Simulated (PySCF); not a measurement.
Computed IR spectrum (relative IR intensity) of a molecule C4H7ClSi. Geometry optimised at B3LYP-D3(BJ)/def2-SVP. The values are those of a single conformer. Method: PySCF with B3LYP-D3(BJ)/def2-SVP. Frequencies are harmonic and unscaled.

Lines under 2 % of the strongest are left out, and lines within 2 cm⁻¹ are merged.

ν (cm⁻¹): 221 (vw), 344 (w), 361 (m), 489 (m), 605 (m), 696 (m), 740 (m), 749 (m), 800 (s), 842 (vs), 866 (s), 1272 (m), 1276 (w), 1438 (vw), 2151 (m), 3126 (w), 3137 (vw), 3455 (m) (against the strongest line: vs over 80 %, s over 45 %, m over 15 %, w over 4 %, vw less)

Question: Pick the molecule that these values belong to.
A) C#C[Si](C)(C)Cl
B) Cl[Si@H]1C=CCC1
C) C=C=C(Cl)[SiH2]C
D) ClC1=CC[SiH2]C1

Answer: A, C#C[Si](C)(C)Cl
